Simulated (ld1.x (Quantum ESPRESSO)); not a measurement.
**What one change does to a pseudopotential (Rb (Z = 37), TM)**

* Element: Rb (Z = 37)
* Generator: ld1.x (Quantum ESPRESSO) 7.5
* Type: norm-conserving Troullier–Martins (Kleinman–Bylander form)
* Functional: LDA (PZ)
* Relativity: scalar-relativistic
* Frozen core: [Kr]
* Valence charge: 1
* Reference configuration: 5s1 5p0
* Partial waves: 5p (bound, empty): rc 3.20 bohr; 4d channel at 0.4 Ry: rc 3.40 bohr; 5s (bound): rc 4.20 bohr
* Local potential: the s channel
* Core correction: none

All-electron outer shells of the reference configuration (LDA (PZ), scalar-relativistic, ld1.x):

| shell | level (eV) | outermost node (bohr) | outermost maximum (bohr) |
| --- | --- | --- | --- |
| 4p | -16.03 | 0.64 | 1.42 |
| 5s | -2.37 | 1.79 | 4.22 |
| 5p | -0.79 | 2.20 | 6.14 |

Change: core correction a·sin(br)/r model core inside 1.70 bohr.

Cutoffs: the cutoffs (Ry, on a coarse ladder) from which the occupation-weighted sum of valence levels, in a spherical-Bessel basis at the reference potential, stays within 10 and 1 mRy of its value at 400 Ry; they do not see the model core or the augmentation charge, which bear on the density cutoff. Errors are all-electron minus pseudo energies relative to the spin-unpolarised reference configuration.

Problem. What does the change do?

Solution. Both files are so soft that the ladder of cutoffs tells neither apart; both files keep a bound ghost (p); of the 4 tests that both files solve, the error grows in 0 and shrinks in 4 by more than 15 % and 0.3 meV (median size 44.0 → 3.3 meV). Exchange and correlation are not linear in the density, so unscreening with the valence charge alone errs where core and valence overlap; a model core restores that term. A model core, the more so a compact one, raises the density cutoff, which this test does not measure.

```tsv
quantity	base	changed
cutoff, loose	6 Ry	6 Ry
cutoff, tight	6 Ry	6 Ry
bound ghosts	p	p
error for 5s0.5 5p0, meV [ΔE 1.66 eV]	+17	-2.9
error for 5s0 5p1, meV [ΔE 1.62 eV]	+85	-7.5
error for 5s1 5p0 (spin-polarised), meV [ΔE -0.13 eV]	+47	-1.1
error for 5s0.5 5p0 (spin-polarised), meV [ΔE 1.62 eV]	+41	-3.8
s: phases at 4.57 bohr within 0.05 rad from the reference energy up to (Ry; the scan ends near 5)	0.8	0.8
p: phases at 4.57 bohr within 0.05 rad from the reference energy up to (Ry; the scan ends near 5)	1.1	1.1
d: phases at 4.57 bohr within 0.05 rad from the reference energy up to (Ry; the scan ends near 5)	0.8	0.8
```

Base: The cutoffs count occupied waves only; the empty 5p level needs 15 Ry at the loose tolerance. Changed file: The cutoffs count occupied waves only; the empty 5p level needs 15 Ry at the loose tolerance. A true bound ghost makes a file unfit for plane-wave use even where its test errors are small: the radial tests pick states by their node count and pass the ghost by.
